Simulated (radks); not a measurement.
The numbers below are computed, except where a source is named.
Initial-state core-level shifts of neutral lutetium when its valence configuration changes from [Xe] 4f14 5d1 6s2. Code: a radial shooting solver on a logarithmic mesh with Libxc functionals. Model: scalar-relativistic Kohn-Sham, PBEsol, spin-polarised, spherical densities, point nucleus; open shells are filled with parallel spins first (spin-orbit coupling, left out, can overturn this in heavy ions). Shifts are changes of the shell-averaged eigenvalues in eV (positive: less bound).

\begin{tabular}{lrrrr}
valence & 1s & 2s & 4d & 5s \\ \hline
4f14 5d2 6s1 & +1.204 & +1.264 & +1.271 & +1.337 \\
4f14 5d1 6p2 & -2.648 & -2.621 & -2.626 & -2.667 \\
4f13 5d1 6s2 6p1 & -10.854 & -11.513 & -11.519 & -7.521 \\
4f13.5 5d1 6s2 6p0.5 & -5.208 & -5.518 & -5.547 & -3.670 \\
4f13 5d2 6s1 6p1 & -8.613 & -9.182 & -9.206 & -5.209 \\
4f13.5 5d2 6s1 6p0.5 & -3.420 & -3.655 & -3.687 & -1.770 \\
4f13 5d2 6s2 & -7.385 & -7.962 & -7.981 & -3.982 \\
4f12 5d1 6s2 6p2 & -23.172 & -24.640 & -24.408 & -15.509 \\
4f13 5d1.5 6s1.5 6p1 & -9.712 & -10.324 & -10.341 & -6.347 \\
\end{tabular}
